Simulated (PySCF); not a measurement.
SnH at PBE0

Level: PBE0. basis Sn x2c-TZVPPall, H x2c-TZVPPall; spin-free X2C with a Gaussian nucleus; PySCF 2.14.

```
state                                           : ⁴Σ⁻ (quartet), unpaired electrons σ ↑, π ↑↑, a second solution, started from another occupation
bond length                                     : 1.758 Å
harmonic wavenumber                             : 1488 cm⁻¹
force constant                                  : 1.30 mdyn/Å
rotational constant Be                          : 5.458 cm⁻¹
anharmonicity ωexe                              : 81.3 cm⁻¹
vibration–rotation constant αe                  : 0.305 cm⁻¹
energy of the minimum from ground-state Sn + H  : -0.72 eV
bond order (Mayer)                              : 0.83
dipole moment (positive dipole means Sn(−)H(+)) : 0.04 D
```

These are scalar-relativistic numbers at best; spin–orbit coupling would shift them, the dissociation energy most.
